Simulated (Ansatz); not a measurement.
```yaml
crystal:
  periodic: [false, false, false]
  atoms:
    - {symbol: C, position_ang: [-0.974669, 0.142961, -0.736201]}
    - {symbol: Si, position_ang: [0.377472, 0.436924, 0.265656]}
    - {symbol: Zn, position_ang: [1.564513, -2.146272, 1.149775]}
    - {symbol: H, position_ang: [-0.875765, -0.017905, -1.803463]}
    - {symbol: H, position_ang: [-1.966585, -0.014574, -0.328509]}
    - {symbol: H, position_ang: [0.228139, 0.766978, 1.700708]}
    - {symbol: H, position_ang: [1.708194, 0.763987, -0.293666]}
basis:
  gaussian: {orbitals: def2-TZVPD, nuclear_model: gaussian}
hamiltonian: {xc: {name: wB97X}}
accuracy: high
output: {forces: true}
```

```sh
$ ansatz run in.yaml --threads 2 --pin off --events-out ev --progress --plain --max-ram 4352MiB
```

Shortened log:

```
Functional definition: wB97X
2816 factors; integrals over basis functions are off by at most 4.7e-9 eV
570 factors; integrals over basis functions are off by at most 1.8e-9 eV
mean field evaluation 1: about -57392.9673 eV, gradient 5.0e1 eV
mean field evaluation 2: about -57390.2007 eV, gradient 6.2e1 eV
mean field evaluation 4: about -57398.8471 eV, gradient 5.5e0 eV
mean field evaluation 8: about -57398.9310 eV, gradient 2.5e-1 eV
mean field evaluation 16: about -57398.9315 eV, gradient 5.1e-4 eV
mean field -57398.93150181 eV, -2109.3718262983 hartree, gradient 3.4e-8 eV, S^2 0.000000; 0 other end points of the search recorded, 0 dependent functions left out
reference -57398.93149805 eV, -2109.3718261601 hartree; 27, 27 occupied and 140, 140 virtual orbitals, 2816 factors
Total energy: -57398.93149805 eV, -2109.3718261601 hartree
Atom 0 at    -0.974669     0.142961    -0.736201 Å, force     0.272992    -0.005735     0.207553 eV/Å
Atom 1 at     0.377472     0.436924     0.265656 Å, force    -0.365038     0.299963    -0.272133 eV/Å
Atom 2 at     1.564513    -2.146272     1.149775 Å, force     0.083540    -0.171033     0.062257 eV/Å
Atom 3 at    -0.875765    -0.017905    -1.803463 Å, force    -0.001339     0.009931     0.028841 eV/Å
Atom 4 at    -1.966585    -0.014574    -0.328509 Å, force     0.027831     0.009305    -0.012945 eV/Å
Atom 5 at     0.228139     0.766978     1.700708 Å, force     0.040636    -0.071143    -0.073175 eV/Å
Atom 6 at     1.708194     0.763987    -0.293666 Å, force    -0.058622    -0.071288     0.059601 eV/Å
Dipole moment:     0.178336    -0.097937     0.132295 e Å
```

Run time 21 s (2 threads of an INTEL XEON PLATINUM 8581C on a shared host); peak host memory 1.1 GiB.
